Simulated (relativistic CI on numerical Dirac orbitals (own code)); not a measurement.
Radial Dirac CI calculation of Mo⁺.

Command:

```sh
python run_levels.py task.json out
```

Input:

```
atom Mo  Z=42  charge=1  electrons=41
nucleus A=98  rms_radius_fm=4.4091
hamiltonian dirac-coulomb  breit=on  qed=on  c_scale=1
orbitals kli  potential=per-configuration
slater_scale 1
correlation none
mixing on
grid step=0.0125 r_max=100.6
scf mixing=0.9 start=green max_iterations=150 tolerance=2e-08 node_fill=0.05
configurations
  [Kr] 4d5
  [Kr] 4d4 5s
end
```

Output:

```
SCF 1: [Kr] 4d5
 iter      energy (Ha)   residual   last orbital (Ha)
    1     -4039.366195   1.55e+00     -1.00262
    2     -4041.383671   1.65e+00     -0.28467
    3     -4046.847823   1.51e-01     -0.72825
    4     -4046.911498   6.20e-02     -0.60932
    5     -4046.917939   8.64e-03     -0.54864
    6     -4046.917836   3.77e-04     -0.54033
    7     -4046.917814   1.33e-04     -0.53962
    8     -4046.917820   1.30e-05     -0.53981
    9     -4046.917819   1.93e-07     -0.53979
   10     -4046.917819   2.37e-08     -0.53979
   11     -4046.917819   6.65e-10     -0.53979
SCF 2: [Kr] 4d4 5s
 iter      energy (Ha)   residual   last orbital (Ha)
    1     -4040.032214   1.49e+00     -0.63260
    2     -4042.279816   1.50e+00     -0.40179
    3     -4046.837908   1.49e-01     -0.59715
    4     -4046.886388   6.65e-02     -0.53082
    5     -4046.891069   1.14e-02     -0.49272
    6     -4046.890716   6.10e-04     -0.48507
    7     -4046.890744   7.86e-05     -0.48516
    8     -4046.890747   2.22e-05     -0.48531
    9     -4046.890746   3.73e-07     -0.48529
   10     -4046.890746   1.14e-07     -0.48529
   11     -4046.890746   6.54e-10     -0.48529
orbital energies (Ha): 3p3/2 -14.2055  3d3/2 -8.6570  3d5/2 -8.5353  4s -2.7565  4p1/2 -1.8746  4p3/2 -1.7863  4d3/2 -0.5475  4d5/2 -0.5398
configuration averages (Ha): Dirac-Coulomb, Breit, QED
  4d5                          -4046.917819    2.423762    1.620950
  4d4 5s                       -4046.890746    2.424274    1.621289
levels: no., configuration, term, J, E (cm-1), weight
   1 4d5                    6S   5/2              0.0  1.00
   2 4d4 5s                 6D   1/2          11195.8  0.99
   3 4d4 5s                 6D   3/2          11410.6  1.00
   4 4d4 5s                 6D   5/2          11751.8  1.00
   5 4d4 5s                 6D   7/2          12201.1  1.00
   6 4d4 5s                 6D   9/2          12742.3  1.00
   7 4d5                    4G   5/2          18959.8  0.92
   8 4d5                    4G   7/2          19051.8  0.92
   9 4d5                    4G   9/2          19134.3  0.93
  10 4d5                    4G   11/2         19181.0  0.93
  11 4d5                    4D   3/2          19986.4  0.50
  12 4d5                    4D   1/2          20080.2  0.55
  13 4d5                    4D   5/2          20100.3  0.50
  14 4d5                    4D   7/2          20824.6  0.70
lowest total energy -4043.028348 Ha
end: converged
```

Against the reference input this run has: SCF mixing 0.9. The reference run ends at -4043.028348 Ha with Breit and QED terms. The change (SCF mixing 0.9) leaves the energy and the levels as they were.

With so few configurations and no correlation, terms lie too far apart (by 10 to 50 % or more near neutrality), their order can be wrong, and levels of other configurations are missing. Terms and fine structure of an open d or f shell near neutrality can be off by tens of per cent either way.
